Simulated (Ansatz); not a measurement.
PBE exchange is replaced step by step with exact exchange (0 % is PBE, 25 % PBE0; no dispersion term), basis def2-TZVP, Ansatz. System: the cluster Zr₂N₂. The state is a singlet with charge 0. Geometry: PBE0-D4/def2-TZVP.

Geometry of the singlet:

```tsv
atom	x (Å)	y (Å)	z (Å)
Zr1	-0.0371	1.3607	-0.1739
Zr2	0.0366	-1.3608	0.1733
N3	-1.0828	0.0647	0.7369
N4	1.0832	-0.0646	-0.7363
```

In the def2 sets Zr takes a core potential; there is no spin–orbit coupling. At PBE-D4/def2-TZVP, PBE0-D4/def2-TZVP the restricted singlet is unstable: a solution with broken spin symmetry lies lower. The restricted singlet is unstable towards broken spin symmetry at other levels; at PBE with 5 % exact exchange/def2-TZVP, PBE with 10 % exact exchange/def2-TZVP, PBE with 15 % exact exchange/def2-TZVP, PBE with 35 % exact exchange/def2-TZVP and others this wasn't settled. The geometry of the singlet was relaxed on an unsound state (restricted singlet, unstable towards broken spin symmetry). The order of the spin states hangs on the level: the triplet lies 0.22 eV below the singlet at PBE0-D4/def2-TZVP, but 0.06 eV above it at PBE-D4/def2-TZVP. The singlet is doubtful at PBE0-D4/def2-TZVP (restricted singlet, unstable towards broken spin symmetry). The singlet is doubtful at PBE-D4/def2-TZVP (restricted singlet, unstable towards broken spin symmetry). The structure comes from a short search, and lower isomers may exist.

```tsv
exact exchange (%)	HOMO (eV)	LUMO (eV)	gap (eV)
0	-3.50	-2.83	0.68
5	-3.59	-2.74	0.86
10	-3.69	-2.65	1.03
15	-3.78	-2.57	1.21
35	-4.14	-2.23	1.91
50	-4.41	-1.99	2.42
```

(1) Estimate the row for 25 %.

## Answers

(1) 
```csv
exact exchange (%),HOMO (eV),LUMO (eV),gap (eV)
25,-3.96,-2.40,1.56
```
